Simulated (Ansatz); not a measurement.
Consider the ligand exchange at the Si–F bond: `N[Si]F` + CH₃SH → `CS[Si]N` + H–F.

Computed with Ansatz on PBE0-D4/def2-TZVP structures; ΔE is electronic, products minus reactants. CBS: MP2 limit from def2 TZ/QZ plus the TZ coupled-cluster correction, frozen cores. This one scheme is used for every species. Functionals use def2-TZVPP. B3LYP here is the variant with VWN-RPA as its local correlation; programs differ in this. HSE06 is defined as in plane-wave codes. Each species was taken in one conformer, which may not be the lowest.

```json
{"level": "LDA (SPW92)", "ΔE (kcal/mol)": "14.4", "difference from CCSD(T)/CBS": "-1.9"}
{"level": "r2SCAN-D4", "ΔE (kcal/mol)": "16.3", "difference from CCSD(T)/CBS": "0.0"}
{"level": "B97M-V", "ΔE (kcal/mol)": "18.6", "difference from CCSD(T)/CBS": "2.3"}
{"level": "B3LYP-D4", "ΔE (kcal/mol)": "17.6", "difference from CCSD(T)/CBS": "1.3"}
{"level": "r2SCAN0-D4", "ΔE (kcal/mol)": "16.2", "difference from CCSD(T)/CBS": "-0.1"}
{"level": "CAM-B3LYP-D4", "ΔE (kcal/mol)": "20.4", "difference from CCSD(T)/CBS": "4.1"}
{"level": "B2PLYP", "ΔE (kcal/mol)": "19.0", "difference from CCSD(T)/CBS": "2.7"}
{"level": "PBE-QIDH", "ΔE (kcal/mol)": "15.5", "difference from CCSD(T)/CBS": "-0.8"}
{"level": "revPBE", "ΔE (kcal/mol)": "15.7", "difference from CCSD(T)/CBS": "-0.6"}
{"level": "B3LYP", "ΔE (kcal/mol)": "20.3", "difference from CCSD(T)/CBS": "4.0"}
{"level": "r2SCANh", "ΔE (kcal/mol)": "16.7", "difference from CCSD(T)/CBS": "0.4"}
{"level": "HSE06", "ΔE (kcal/mol)": "15.4", "difference from CCSD(T)/CBS": "-0.9"}
{"level": "BHLYP", "ΔE (kcal/mol)": "21.3", "difference from CCSD(T)/CBS": "5.0"}
{"level": "CCSD/def2-SVP", "ΔE (kcal/mol)": "18.8", "difference from CCSD(T)/CBS": "2.5"}
{"level": "CCSD/def2-TZVPP", "ΔE (kcal/mol)": "18.7", "difference from CCSD(T)/CBS": "2.4"}
{"level": "CCSD/CBS(def2)", "ΔE (kcal/mol)": "17.8", "difference from CCSD(T)/CBS": "1.5"}
{"level": "CCSD(T)/CBS", "ΔE (kcal/mol)": "16.3", "difference from CCSD(T)/CBS": "0"}
```

Largest T1 diagnostic among the species: 0.014.

In def2-TZVPP, CCSD(T) changes the Hartree–Fock value by −6.4 kcal/mol (the triples alone add −1.5 kcal/mol) and MP2 by −8.1 kcal/mol. At CCSD(T), def2-SVP lies +1.6 kcal/mol from the extrapolated value and def2-TZVPP +0.9 kcal/mol. Leaving LDA and LC-ωPBE aside and taking each functional with its dispersion term where it has one, the values, not all of them listed here, spread over 7.9 kcal/mol, from revPBE-D4 to CAM-B3LYP-D4. LDA lies −1.0 kcal/mol from PBE without D4.
